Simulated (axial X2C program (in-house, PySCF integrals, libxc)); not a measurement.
# Potential curves of InPt⁺, two-component

All values were computed with an in-house all-electron X2C program for linear molecules (integrals from PySCF). Two-component (2c) means X2C with spin–orbit coupling and atomic mean-field two-electron Coulomb and Gaunt terms. Basis: Pt dyall-v2z [11s12p9d5f], In dyall-v2z [9s10p7d] (cores contracted in-house); Gaussian nuclei, density fitting, unrestricted open shells. Masses: Pt 194.965 u, In 114.904 u.

State: Ω = 3 (⟨Sz⟩ = 1.00, ⟨Lz⟩ = 2.00 at BHandHLYP). Energies in kJ/mol from the fragments at the same level (Pt + In+). Fits are polynomials in 1 − R0/R over 0.85 to 1.23 times the lowest point R0.

| R (Å) | BHandHLYP | BLYP |
| --- | --- | --- |
| 2.3212 | -45.73 | -47.64 |
| 2.4279 | -80.21 | -83.73 |
| 2.5079 | -94.12 | -98.46 |
| 2.5880 | -101.29 | -106.10 |
| 2.6680 | -103.93 | -108.95 |
| 2.7614 | -103.30 | -108.27 |
| 2.8548 | -100.26 | -105.04 |
| 2.9748 | -94.42 | -98.84 |
| 3.1216 | -86.00 | -90.08 |
| 3.3350 | -73.30 | -77.23 |

The state is a single determinant with fixed occupations, the lowest that a limited PBE0 search found. Dissociation energies refer to the lowest single-determinant-based atoms at the same level and basis. Density functionals use the spin component along the axis (collinear). Without a current term, density functionals place determinants with orbital angular momentum somewhat too high. With several unpaired electrons one determinant need not be a pure state. At some level and bond length an empty orbital lies below a filled one. The lowest spin-free determinant has another configuration (M_S = 0, Λ = 0), so the order of states is uncertain and this need not be the ground state.

Q: What are Re, ωe and De at the BHandHLYP level?

A: At BHandHLYP, 2c: Re = 2.695 Å, ωe ≈ 124 cm⁻¹, De = 1.08 eV to Pt + In+; Be follows as 0.0321 cm⁻¹.

Q: What are Re, ωe and De at the BLYP level?

A: At BLYP, 2c: Re = 2.695 Å, ωe ≈ 129 cm⁻¹, De = 1.13 eV to Pt + In+; Be follows as 0.0321 cm⁻¹.
